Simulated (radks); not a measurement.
Q: Mo IV, 39 electrons, occupied as [Kr] 4d3 (the NIST ground configuration). Calculated with a radial shooting solver on a logarithmic mesh with Libxc functionals: scalar-relativistic Kohn-Sham, r2SCAN, spin-unpolarised, spherical densities, finite nucleus; meta-GGA in the generalised Kohn-Sham scheme; Fermi nuclear charge, rms radius 4.4091 fm. Some entries of the table are withheld. Estimate them.

orbital,occ.,eigenvalue (eV),<1/r> (bohr^-1),<r> (bohr)
1s,2,-19898.76,43.54,(1)
2s,2,-2850.960,9.821,0.1536
2p,6,(2),(3),0.1340
3s,2,-517.8846,(4),0.4278
3p,6,-418.1665,3.206,0.4299
3d,10,-256.4559,2.968,0.4151
4s,2,-98.1311,1.234,(5)
4p,6,-71.1101,(6),1.214
4d,3,-32.6436,0.8215,1.600

A: 
(1) 1s <r> (bohr): 0.03517
(2) 2p eigenvalue (eV): -2549.644
(3) 2p <1/r> (bohr^-1): 9.532
(4) 3s <1/r> (bohr^-1): 3.376
(5) 4s <r> (bohr): 1.100
(6) 4p <1/r> (bohr^-1): 1.103
